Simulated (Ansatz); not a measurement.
`C[Si](C)(C)B(F)F`. Charge 0, multiplicity 1.

| atom | x (Å) | y (Å) | z (Å) |
| --- | --- | --- | --- |
| C1 | -0.509 | 0.250 | 1.764 |
| Si2 | 0.031 | -0.046 | -0.010 |
| C3 | -1.391 | -0.727 | -1.023 |
| C4 | 0.657 | 1.561 | -0.753 |
| B5 | 1.572 | -1.386 | 0.007 |
| F6 | 2.704 | -1.132 | 0.649 |
| F7 | 1.527 | -2.558 | -0.608 |
| H8 | -0.891 | -0.664 | 2.226 |
| H9 | 0.322 | 0.613 | 2.373 |
| H10 | -1.305 | 1.000 | 1.799 |
| H11 | -1.086 | -0.916 | -2.055 |
| H12 | -2.227 | -0.022 | -1.042 |
| H13 | -1.756 | -1.670 | -0.608 |
| H14 | 0.970 | 1.428 | -1.792 |
| H15 | -0.130 | 2.320 | -0.736 |
| H16 | 1.511 | 1.948 | -0.191 |

**Question.** What are the harmonic wavenumbers in cm⁻¹ at PBE0-D4/def2-TZVP (Ansatz, finite differences of forces, unscaled)? (An estimate is asked.)

**Answer.** The calculation gave: 3, 98, 112, 149, 164, 171, 191, 196, 203, 290, 362, 533, 591, 644, 680, 703, 704, 761, 763, 857, 861, 871, 1253, 1271, 1273, 1283, 1341, 1441, 1445, 1446, 1454, 1455, 1464, 3045, 3045, 3047, 3126, 3126, 3128, 3133, 3134, 3135.
